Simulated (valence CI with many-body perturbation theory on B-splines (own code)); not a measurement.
**Gd32+: electric-dipole lines**

Method: configuration interaction combined with many-body perturbation theory (CI+MBPT): four valence electrons over a frozen Dirac-Fock core [Ar] 3d10, radial functions for each j: 11 s, 11 p, 10 d, 8 f, 5 g, 2 h, with the one-electron correlation potential Σ1 (screened to all orders), the two-electron term Σ2, the three-electron term Σ3, Breit, model QED; selected single and double excitations, second order for the rest, scaled by the run's own slope (own B-spline code, finite nucleus).

The last digits are not significant, and no measured levels were compared; by estimate large intervals hold to a few tenths of a per cent, small ones and those within an open d or f shell to about a per cent. Among the levels kept, up to 370 cm⁻¹ of a level comes from second order outside the variational space, and about a tenth of that is noise between levels of different J, which matters for small intervals.

Lines 151 to 200 of 578 in falling wavelength, among levels below 429.04 eV, chosen from the strongest by gf and those to the six lowest levels. Wavelengths and rates use the calculated energies. Electric multipoles are in the length gauge with retardation, E1 and E2 with the static RPA response of the core. Weak lines are less certain than strong ones. Lines between different terms over intervals too small for the method are left out, as are lines whose strength nearly cancels. Where a level lies close to another of its J and parity, the split of strength between their lines is uncertain. The highest levels of a list are the least certain.

Levels are named by their leading jj configuration (3d3/2^4 stands for four electrons in 3d with j = 3/2), which in mixed levels can hold well under half, so a name can repeat and another be missing. Letters in brackets count levels of one name in rising energy.

```tsv
λ vac (Å)	Upper	Lower	A (s⁻¹)	log gf	Branch %
97.74	(4p1/2^2 4p3/2 4d5/2) J=3	(4s 4p1/2^2 4d5/2) J=3	3.20e+10	-0.49	14.4
97.71	(4s 4p1/2 4p3/2 4d5/2) J=2 [d]	(4s^2 4p1/2 4d5/2) J=3	2.00e+11	0.16	49.5
97.70	(4s 4p3/2^2 4d5/2) J=3 [c]	(4s^2 4p3/2 4d3/2) J=3	4.80e+10	-0.32	10.8
97.68	(4p1/2 4p3/2^2 4d3/2) J=2 [a]	(4s 4p1/2 4p3/2 4d3/2) J=1 [a]	4.02e+10	-0.54	23.1
97.59	(4s 4p1/2 4p3/2 4f7/2) J=3 [a]	(4s 4p1/2 4p3/2 4d5/2) J=4 [c]	1.77e+10	-0.75	5.0
97.49	(4s 4p1/2 4p3/2 4f7/2) J=3 [a]	(4s 4p1/2 4p3/2 4d3/2) J=2 [d]	1.86e+10	-0.73	5.2
97.37	(4p1/2 4p3/2^2 4d3/2) J=3	(4s 4p1/2 4p3/2 4d3/2) J=3 [b]	2.36e+10	-0.63	4.3
97.34	(4s 4p1/2 4p3/2 4d5/2) J=2 [e]	(4s^2 4p1/2 4d5/2) J=2	1.05e+11	-0.13	16.2
97.33	(4p1/2 4p3/2^2 4d5/2) J=3 [c]	(4s 4p1/2 4p3/2 4d5/2) J=4 [b]	3.29e+10	-0.49	11.8
97.25	(4s 4p1/2 4d3/2 4d5/2) J=4 [b]	(4s 4p1/2 4p3/2 4d3/2) J=3 [c]	8.02e+10	0.01	72.7
97.22	(4p1/2^2 4p3/2^2) J=2	(4s 4p1/2^2 4p3/2) J=2	9.09e+10	-0.19	63.5
97.10	(4s 4p1/2 4p3/2 4d3/2) J=1 [c]	(4s^2 4p1/2 4d3/2) J=2	2.05e+11	-0.06	57.9
97.08	(4s 4p1/2 4p3/2 4f5/2) J=3 [b]	(4s 4p1/2 4p3/2 4d3/2) J=2 [d]	7.75e+10	-0.12	15.2
97.04	(4s^2 4p3/2 4d3/2) J=3	(4s^2 4p3/2^2) J=2	1.12e+10	-0.96	2.0
96.91	(4p1/2 4p3/2^2 4d5/2) J=3 [a]	(4s 4p1/2 4p3/2 4d3/2) J=4	3.13e+10	-0.51	15.1
96.87	(4s 4p3/2^2 4d5/2) J=3 [c]	(4s^2 4p3/2 4d5/2) J=4	1.24e+11	0.09	27.9
96.85	(4p1/2^2 4p3/2 4d3/2) J=1	(4s 4p1/2^2 4d3/2) J=2	4.87e+10	-0.69	23.5
96.79	(4s 4p1/2 4d3/2 4d5/2) J=3 [a]	(4s 4p1/2 4p3/2 4d3/2) J=2 [a]	4.51e+10	-0.35	31.4
96.26	(4s 4p1/2 4d3/2 4d5/2) J=5	(4s 4p1/2 4p3/2 4d3/2) J=4	1.76e+10	-0.57	36.9
96.21	(4p1/2 4p3/2^3) J=1	(4s 4p1/2 4p3/2^2) J=2 [a]	7.71e+10	-0.49	54.1
96.20	(4s 4p1/2 4d3/2 4d5/2) J=3 [b]	(4s 4p1/2 4p3/2 4d5/2) J=4 [a]	3.04e+10	-0.53	10.4
96.19	(4p1/2^2 4p3/2 4d3/2) J=1	(4s 4p1/2^2 4d3/2) J=1	7.40e+10	-0.51	35.7
95.96	(4s 4p3/2^2 4d5/2) J=3 [c]	(4s^2 4p3/2 4d3/2) J=2	2.00e+10	-0.71	4.5
95.88	(4s^2 4d3/2 4d5/2) J=2 [a]	(4s^2 4p3/2 4d3/2) J=3	4.59e+10	-0.50	5.9
95.77	(4s 4p1/2 4p3/2 4f7/2) J=3 [a]	(4s 4p1/2 4p3/2 4d5/2) J=4 [b]	3.48e+10	-0.48	9.8
95.58	(4p1/2 4p3/2^2 4d5/2) J=5	(4s 4p1/2 4p3/2 4d5/2) J=5	1.09e+11	0.22	60.5
95.51	(4s 4p1/2 4p3/2 4f5/2) J=4 [b]	(4s 4p1/2 4p3/2 4d5/2) J=3 [b]	1.72e+10	-0.67	4.1
95.51	(4s 4p1/2 4d3/2 4d5/2) J=3 [c]	(4s 4p1/2 4p3/2 4d3/2) J=3 [c]	4.57e+10	-0.36	18.0
95.44	(4s 4p1/2 4p3/2^2) J=1 [b]	(4s^2 4p1/2 4p3/2) J=1	4.67e+09	-1.72	1.3
95.44	(4p1/2 4p3/2^2 4d3/2) J=1 [b]	(4s 4p1/2 4p3/2 4d3/2) J=1 [c]	5.85e+10	-0.62	9.8
95.40	(4p1/2 4p3/2^2 4d5/2) J=4 [b]	(4s 4p1/2 4p3/2 4d5/2) J=4 [a]	3.86e+10	-0.32	22.1
95.38	(4s 4p1/2 4p3/2 4f7/2) J=5 [c]	(4s 4p1/2 4p3/2 4d5/2) J=4 [b]	2.25e+10	-0.47	7.2
95.32	(4p1/2^2 4p3/2 4d5/2) J=2	(4p1/2^2 4p3/2^2) J=2	1.28e+11	-0.06	55.8
95.21	(4s 4p1/2 4p3/2^2) J=2 [b]	(4s^2 4p1/2 4p3/2) J=1	3.56e+10	-0.62	18.2
95.02	(4s 4p1/2 4p3/2 4d3/2) J=1 [e]	(4s^2 4p1/2 4d3/2) J=1	1.73e+11	-0.15	24.0
94.98	(4s 4p1/2 4p3/2 4d5/2) J=2 [a]	(4s 4p1/2 4p3/2^2) J=2 [a]	5.22e+10	-0.45	42.0
94.95	(4p1/2 4p3/2^2 4d5/2) J=4 [a]	(4s 4p1/2 4p3/2 4d3/2) J=4	1.98e+10	-0.62	10.4
94.91	(4s 4p1/2 4d3/2 4d5/2) J=4 [a]	(4s 4p1/2 4p3/2 4d3/2) J=3 [a]	3.45e+10	-0.38	40.0
94.75	(4s 4p1/2 4d3/2 4d5/2) J=2 [e]	(4s 4p1/2 4p3/2 4d3/2) J=2 [d]	4.41e+10	-0.53	7.3
94.75	(4s 4p1/2 4p3/2 4d5/2) J=2 [b]	(4s 4p1/2 4p3/2^2) J=3	1.06e+11	-0.15	40.0
94.66	(4s 4p1/2 4d3/2 4d5/2) J=3 [d]	(4s 4p1/2 4p3/2 4d3/2) J=2 [c]	4.38e+10	-0.39	7.3
94.59	(4s 4p1/2 4p3/2 4d5/2) J=3 [d]	(4s 4p1/2 4p3/2^2) J=2 [b]	8.41e+10	-0.10	22.6
94.43	(4s 4p3/2^2 4d5/2) J=2 [c]	(4s^2 4p3/2 4d5/2) J=2	2.91e+10	-0.71	3.7
94.37	(4s 4p1/2 4p3/2 4d5/2) J=3 [a]	(4s 4p1/2 4p3/2^2) J=3	8.22e+10	-0.11	42.4
94.35	(4s 4p1/2 4d3/2 4d5/2) J=1 [b]	(4s 4p1/2 4p3/2 4d3/2) J=0 [b]	4.58e+10	-0.74	6.5
94.34	(4s 4p1/2 4p3/2 4d3/2) J=3 [b]	(4s 4p1/2 4p3/2^2) J=2 [a]	4.30e+10	-0.40	10.0
94.32	(4s 4p1/2 4d5/2^2) J=4 [a]	(4s 4p1/2 4p3/2 4d5/2) J=5	2.98e+10	-0.45	12.1
94.24	(4s 4p1/2 4p3/2 4d3/2) J=0 [b]	(4s 4p1/2 4p3/2^2) J=1 [a]	1.31e+11	-0.76	22.8
94.12	(4s 4p3/2^2 4d5/2) J=3 [d]	(4s^2 4p3/2 4d5/2) J=4	7.66e+10	-0.15	13.6
94.05	(4s 4p1/2 4d5/2^2) J=1	(4s 4p1/2 4p3/2 4d5/2) J=2 [b]	8.74e+10	-0.46	22.8
```

Q: How does gf follow from A for the line at 96.21 Å?

A: gf = 1.4992 × (2J+1)_upper × A / σ², with σ = 1039398 cm⁻¹ and 2J+1 = 3: gf = 0.321.
